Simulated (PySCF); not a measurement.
Computed with B3LYP-D3(BJ)/def2-TZVP // PBE-D3(BJ)/def2-SVP (PySCF). Isolated molecules, 0 K electronic values unless said otherwise. B3LYP has the VWN-RPA correlation part, as in Gaussian. 

Reference species: [Zn(NH3)4]2+ (charge +2, multiplicity 1).

```yaml
mean_distance_from_the_central_atom_to_its_bonded_neighbours: 2.076 Å
charge on the central atom (Mulliken): 0.66 e
```

Changed species: [Ru(NH3)4]2+ (M = Ru, multiplicity 1; the reference has M = Zn, multiplicity 1).

Task: Give the shifts of the mean distance from the central atom to its bonded neighbours and charge on the central atom (Mulliken).

Result: the mean distance from the central atom to its bonded neighbours rises by 0.030 Å, to 2.106 Å; the charge on the central atom (Mulliken) rises by 0.06 e, to 0.72 e.
